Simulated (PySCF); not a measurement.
## A parent and its derivatives

Method used: PySCF, TDDFT CAM-B3LYP/def2-SVPD, vertical, gas phase, core orbitals frozen in the response. Geometries: GFN2-xTB; one conformer of each isolated species. Triplets are in the Tamm–Dancoff approximation. 'Strongest' means the level of largest summed f among the lowest 8 singlets; it needn't be the same kind of state in each.

Parent: `C[Si@H]1C=COC1`, with lowest singlet excitation energy 6.07 eV, oscillator strength of the strongest level 0.16, HOMO energy -7.88 eV, lowest triplet energy 4.10 eV, S1–T1 gap 1.97 eV. Its spectrum: 204 nm (f 0.160); 196 nm (f 0.014); 187 nm (f 0.019); 178 nm (f 0.019); 173 nm (f 0.003).

Shifts from the parent:

| change | SMILES | Δ S1 (eV) | Δ f (strongest) | Δ HOMO (eV) | Δ T1 (eV) | Δ S1−T1 (eV) |
| --- | --- | --- | --- | --- | --- | --- |
| H on C replaced by vinyl | C=C[C@@H]1OC=C[Si@H]1C | +0.05 | 0.00 | -0.07 | +0.01 | +0.04 |
| H on C replaced by CH2F | C[Si@@H]1C=CO[C@@H]1CF | +0.04 | -0.01 | -0.23 | +0.02 | +0.03 |

(1) Predict the same shifts for this change: H on C replaced by CH3 (`C[C@@H]1OC=C[Si@H]1C`).

## Answers

(1) Δ lowest singlet excitation energy +0.04 eV, Δ oscillator strength of the strongest level +0.01, Δ HOMO energy +0.03 eV, Δ lowest triplet energy +0.01 eV, Δ S1–T1 gap +0.03 eV. Spectrum: 6.11 eV (f 0.173); 6.41 eV (f 0.014); 6.59 eV (f 0.012); 7.00 eV (f 0.005); 7.04 eV (f 0.014). All changes raise S1, and it rises most with H on C replaced by vinyl and H on C replaced by CH2F (+0.05 eV). S1 is simply the lowest singlet of each species and needn't be the same kind of state throughout.
